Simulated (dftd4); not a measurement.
C₆H₁₂BO₂ (SMILES [CH2]C1(C)OBOC1(C)C), doublet, geometry from GFN2-xTB; D4 for pbe in dftd4.

The dftd4 input:
```
$ dftd4 mol.xyz --func pbe --charge 0 --json dftd4.json --noedisp

# file mol.xyz
21

C      1.44959450     0.82454073     1.18004454
C      0.84039742     0.07257958     0.07722449
C      1.57084360     0.38069637    -1.24260035
O      0.94803419    -1.33243616     0.30646091
B     -0.24183883    -1.92340542     0.05234856
O     -1.22885497    -1.04066680    -0.23569217
C     -0.74473802     0.28150521    -0.04420660
C     -1.19824721     1.16724967    -1.19847253
C     -1.32339271     0.80991603     1.27273755
H      1.75594365     1.84015427     1.03007634
H      1.64050784     0.34547067     2.11816018
H      1.51484983     1.43821463    -1.47961783
H      1.14386995    -0.20613017    -2.05177633
H      2.61403005     0.09576786    -1.12779262
H     -0.40040421    -3.07405300     0.07233844
H     -2.28347910     1.23772149    -1.17498475
H     -0.77957176     2.16445196    -1.09655207
H     -0.91012165     0.74628590    -2.15655958
H     -1.02107162     0.16771672     2.09614680
H     -0.97596726     1.82207993     1.46095844
H     -2.40957049     0.80524515     1.21334732
```

**Question.** Predict the main parts of the log of this dftd4 run.

**Answer.** 
```
                    ____  _____ _____     ____  _  _
      -------------|  _ \|  ___|_   _|---|  _ \| || |------------
     |             | | | | |_    | | ___ | | | | || |_           |
     |             | |_| |  _|   | ||___|| |_| |__   _|          |
     |             |____/|_|     |_|     |____/   |_|            |
     |             ===================================           |
     |            E. Caldeweyher, S. Ehlert & S. Grimme          |
     |          Mulliken Center for Theoretical Chemistry        |
     |                    University of Bonn                     |
      -----------------------------------------------------------

Rational (Becke-Johnson) damping: pbe-D4-ATM
---------------------
  s6         1.0000
  s8         0.9595
  s9         1.0000
  a1         0.3857
  a2         4.8069
 alp        16.0000
--------------------

Dispersion energy:      -2.1366103197855E-02 Eh

[Info] JSON dump of results written to 'dftd4.json'
```
